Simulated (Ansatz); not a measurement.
Reaction (germylene formation by 1,1-elimination): `[OH][Ge]([OH])([F])[Cl]` → `OF` + `[OH][Ge][Cl]`

Isolated molecules relaxed with PBE0-D4/def2-TZVP in Ansatz; ΔE leaves out vibrations. CCSD(T)/CBS adds triple-zeta CCSD(T) − MP2 to the extrapolated MP2 energy (def2 sets, frozen cores). This one scheme is used for every species. Functionals use def2-TZVPP. B3LYP here is the variant with VWN-RPA as its local correlation; programs differ in this. For Ge outer-core shells are correlated without core-valence functions, which leaves a few kJ/mol of doubt a bond. Scalar relativity is left out up to krypton. Each species was taken in one conformer, which may not be the lowest.

Problem. Is it downhill or uphill in electronic energy at CCSD(T)/CBS, and by how much? (Estimate.)

Solution. The calculation gave: Uphill: ΔE = +135.0 kcal/mol.

Problem. What do these levels give: PBE-D4, PBE0-D4, ωB97X-V, ωB97M-V, B3LYP, SCS-MP2/def2-TZVPP, CCSD/def2-TZVPP, HF/def2-QZVPP, MP2/def2-QZVPP, HF/CBS(def2), MP2/CBS(def2), CCSD/CBS(def2)? (Best estimate.)

Solution. Computed: PBE-D4 120.9, PBE0-D4 131.2, ωB97X-V 134.0, ωB97M-V 130.4, B3LYP 122.4, SCS-MP2/def2-TZVPP 141.2, CCSD/def2-TZVPP 139.2, HF/def2-QZVPP 144.4, MP2/def2-QZVPP 144.8, HF/CBS(def2) 144.5, MP2/CBS(def2) 143.4, CCSD/CBS(def2) 136.5 kcal/mol.

Largest T1 diagnostic among the species: 0.014.

From PBE to PBE0 (25 % exact exchange), in def2-TZVPP and without D4, ΔE moves by +10.6 kcal/mol. The D4 term adds +2.6 kcal/mol with B3LYP and +1.4 kcal/mol with PBE0; it sums over pairs of atoms, weighted by their polarisabilities, and B3LYP, whose exchange is more repulsive, gets the larger term.
